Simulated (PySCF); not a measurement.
WH5, SMILES [WH5] (connectivity only; charge and spin as stated), neutral, multiplicity 2.

Coordinates come from a B3LYP-D3(BJ)/def2-TZVPD optimisation. The multiplicity is an assumed one; other spin states were not compared. The def2 effective core potentials stand for the cores of W; spin–orbit coupling is left out.

Calculation: PBE/def2-TZVPD in PySCF.

Isolated molecule, no solvent.

- total energy = -69.99662 hartree
- point group = C2v
- α spin, highest occupied and lowest empty level = -5.12 and -3.32 eV
- β spin, highest occupied and lowest empty level = -6.97 and -3.51 eV
- dipole moment = 0.89 D
- quadrupole, principal values (traceless, Buckingham form, about the centre of nuclear charge) = -0.82, -0.22, 1.04 D·Å
- mean static polarisability = 53.6 bohr³ (7.95 Å³)
- polarisability, principal values = 50.6, 53.3, 56.9 bohr³
- ⟨S²⟩ = 0.759 (pure state 0.75)
